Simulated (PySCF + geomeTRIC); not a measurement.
Species: [Ti(Cl)4] (charge 0, multiplicity 1).

Give a relaxed geometry from BP86-D3(BJ)/def2-SVP (PySCF + geomeTRIC).

the end point of this relaxation.
Z-matrix (Å, degrees):
```
Ti
Cl 1 2.1738
Cl 1 2.1739 2 109.35
Cl 1 2.1742 2 109.51 3 -119.91
Cl 1 2.1742 2 109.42 3 119.97
```
